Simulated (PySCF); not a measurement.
H₃O₃Re, SMILES [OH][Re]([OH])[OH] (connectivity only; charge and spin as stated), neutral, multiplicity 3. Atoms are numbered in the order given.

```xyz
7

Re     0.0094     0.0020     0.0000
O      0.0830     0.9233    -1.6249
H     -0.7719     1.1603    -2.0255
O      0.0830     0.9233     1.6249
H     -0.7719     1.1603     2.0255
O     -0.1472    -1.8611     0.0000
H      0.6907    -2.3567     0.0000
```
Charge 0, spin multiplicity 3.

Geometry optimised at B3LYP-D3(BJ)/def2-SVP. The spin state was assumed, not searched. The def2 effective core potentials stand for the cores of Re; spin–orbit coupling is left out. Other conformers were not sampled.

Calculation: B3LYP/def2-TZVPD (PySCF).

Isolated molecule, no solvent.

The total energy comes out as -305.95385 hartree, the point group is Cs and the α spin, highest occupied and lowest empty level is -6.11 and -1.38 eV. The β spin, highest occupied and lowest empty level is -5.36 and -2.29 eV. The dipole moment comes out as 0.232 e·Å. The quadrupole, principal values (traceless, Buckingham form, about the centre of nuclear charge) is -10.79, 0.70, 10.09 D·Å and the mean static polarisability is 62.0 bohr³ (9.19 Å³). The polarisability, principal values comes out as 57.1, 61.8, 67.1 bohr³. The ⟨S²⟩ comes out as 2.008 (pure state 2.00).
